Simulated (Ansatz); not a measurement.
Born–Oppenheimer molecular dynamics of AlCl3FH (6 atoms, charge 0, multiplicity 1). It starts at the highest image of a converged band, a first-order saddle point between two minima.

The calculation used Ansatz, RKS PBE0/def2-SVP.

| Quantity | Value |
| --- | --- |
| ensemble | NVE (velocity Verlet) |
| time step | 0.5 fs |
| steps asked | 200 |
| starting velocities drawn for | 300 K |
| seed | 6685 |

Frames 0.5 fs apart, positions in Å, forces in eV/Å.

Velocities at 60.0 fs (Å/ps):

```
Al -0.79 1.01 -0.59
Cl -0.10 2.71 4.21
Cl 0.52 -1.19 -0.47
Cl -0.35 -0.67 -0.55
F 0.93 -2.25 -3.12
H 1.16 -14.23 -37.46
```

```xyz
6
Properties=species:S:1:pos:R:3:forces:R:3 time_fs=60.0 energy_less_start_eV=0.001 T=296
Al 0.080 -0.073 0.109 0.06 -0.52 0.38
Cl -0.086 0.133 2.252 0.29 -0.19 -0.67
Cl 1.831 0.173 -1.038 -0.26 -0.06 0.42
Cl -1.758 0.095 -0.849 -0.14 0.03 -0.14
F 0.045 -2.351 0.512 0.03 0.75 -0.03
H -0.142 -2.263 1.426 0.03 0.00 0.03
6
Properties=species:S:1:pos:R:3:forces:R:3 time_fs=60.5 energy_less_start_eV=0.012 T=274
Al 0.080 -0.073 0.108 0.07 -0.49 0.42
Cl -0.086 0.134 2.255 0.29 -0.19 -0.71
Cl 1.831 0.172 -1.038 -0.27 -0.07 0.42
Cl -1.758 0.094 -0.849 -0.14 0.02 -0.14
F 0.046 -2.352 0.510 0.22 0.66 -0.98
H -0.142 -2.270 1.407 -0.17 0.07 0.99
6
Properties=species:S:1:pos:R:3:forces:R:3 time_fs=61.0 energy_less_start_eV=0.037 T=228
Al 0.080 -0.072 0.108 0.08 -0.46 0.46
Cl -0.086 0.135 2.257 0.29 -0.20 -0.76
Cl 1.831 0.172 -1.039 -0.28 -0.07 0.43
Cl -1.759 0.094 -0.849 -0.14 0.02 -0.14
F 0.046 -2.353 0.509 0.42 0.58 -1.89
H -0.142 -2.277 1.391 -0.37 0.12 1.90
6
Properties=species:S:1:pos:R:3:forces:R:3 time_fs=61.5 energy_less_start_eV=0.062 T=182
Al 0.079 -0.072 0.108 0.08 -0.44 0.49
Cl -0.086 0.137 2.259 0.29 -0.20 -0.80
Cl 1.831 0.171 -1.039 -0.28 -0.07 0.43
Cl -1.759 0.094 -0.850 -0.14 0.02 -0.14
F 0.047 -2.354 0.507 0.57 0.53 -2.55
H -0.142 -2.284 1.379 -0.52 0.16 2.57
6
Properties=species:S:1:pos:R:3:forces:R:3 time_fs=62.0 energy_less_start_eV=0.073 T=161
Al 0.079 -0.072 0.108 0.09 -0.44 0.52
Cl -0.086 0.138 2.260 0.30 -0.20 -0.83
Cl 1.832 0.171 -1.039 -0.29 -0.07 0.43
Cl -1.759 0.093 -0.850 -0.14 0.02 -0.14
F 0.048 -2.354 0.504 0.62 0.53 -2.77
H -0.144 -2.290 1.373 -0.58 0.16 2.79
6
Properties=species:S:1:pos:R:3:forces:R:3 time_fs=62.5 energy_less_start_eV=0.064 T=176
Al 0.079 -0.071 0.108 0.10 -0.44 0.55
Cl -0.086 0.139 2.262 0.30 -0.21 -0.86
Cl 1.832 0.170 -1.039 -0.29 -0.07 0.43
Cl -1.759 0.093 -0.850 -0.14 0.02 -0.14
F 0.048 -2.355 0.502 0.57 0.57 -2.47
H -0.147 -2.296 1.374 -0.52 0.13 2.49
6
Properties=species:S:1:pos:R:3:forces:R:3 time_fs=63.0 energy_less_start_eV=0.044 T=214
Al 0.078 -0.071 0.108 0.10 -0.46 0.57
Cl -0.086 0.141 2.264 0.29 -0.21 -0.88
Cl 1.832 0.169 -1.039 -0.30 -0.07 0.44
Cl -1.760 0.093 -0.851 -0.14 0.02 -0.14
F 0.049 -2.356 0.499 0.41 0.63 -1.75
H -0.152 -2.302 1.381 -0.36 0.09 1.77
6
Properties=species:S:1:pos:R:3:forces:R:3 time_fs=63.5 energy_less_start_eV=0.027 T=246
Al 0.078 -0.071 0.108 0.11 -0.48 0.58
Cl -0.086 0.142 2.266 0.29 -0.22 -0.90
Cl 1.832 0.169 -1.039 -0.30 -0.06 0.44
Cl -1.760 0.092 -0.851 -0.15 0.02 -0.14
F 0.050 -2.357 0.496 0.20 0.69 -0.82
H -0.157 -2.307 1.392 -0.15 0.04 0.83
6
Properties=species:S:1:pos:R:3:forces:R:3 time_fs=64.0 energy_less_start_eV=0.023 T=253
Al 0.077 -0.071 0.108 0.11 -0.50 0.60
Cl -0.086 0.143 2.268 0.29 -0.23 -0.91
Cl 1.832 0.168 -1.039 -0.31 -0.06 0.44
Cl -1.760 0.092 -0.851 -0.15 0.03 -0.14
F 0.051 -2.357 0.493 -0.03 0.75 0.13
H -0.163 -2.312 1.406 0.07 0.01 -0.12
6
Properties=species:S:1:pos:R:3:forces:R:3 time_fs=64.5 energy_less_start_eV=0.035 T=231
Al 0.077 -0.070 0.108 0.12 -0.53 0.61
Cl -0.086 0.144 2.269 0.29 -0.24 -0.93
Cl 1.832 0.168 -1.039 -0.31 -0.06 0.44
Cl -1.760 0.092 -0.852 -0.14 0.03 -0.13
F 0.052 -2.358 0.489 -0.22 0.79 0.95
H -0.169 -2.317 1.419 0.27 0.00 -0.95
6
Properties=species:S:1:pos:R:3:forces:R:3 time_fs=65.0 energy_less_start_eV=0.056 T=191
Al 0.077 -0.070 0.108 0.12 -0.55 0.62
Cl -0.086 0.145 2.271 0.29 -0.24 -0.94
Cl 1.832 0.167 -1.039 -0.31 -0.06 0.45
Cl -1.760 0.091 -0.852 -0.14 0.03 -0.13
F 0.052 -2.358 0.486 -0.37 0.81 1.57
H -0.174 -2.323 1.429 0.43 0.00 -1.57
6
Properties=species:S:1:pos:R:3:forces:R:3 time_fs=65.5 energy_less_start_eV=0.078 T=150
Al 0.076 -0.070 0.108 0.12 -0.56 0.63
Cl -0.086 0.147 2.272 0.28 -0.25 -0.96
Cl 1.833 0.166 -1.039 -0.32 -0.05 0.45
Cl -1.761 0.091 -0.852 -0.14 0.03 -0.13
F 0.053 -2.358 0.483 -0.48 0.82 1.98
H -0.178 -2.328 1.436 0.53 0.01 -1.98
```

Of the whole run (100 fs, mean temperature of the second half 293 K): The conserved energy stayed within 0.24 meV per atom of its start (net change 0.094 meV per atom), so the integration is sound. A run of 0.1 ps of so small a system gives no equilibrium averages. The orbitals stay closed-shell, which can raise the energy where a bond breaks towards radicals; this wasn't checked here.

The run took 5.1 min on 2 threads of Intel(R) Xeon(R) Platinum 8488C (Sapphire Rapids), on a shared host, peak memory 0.21 GiB.
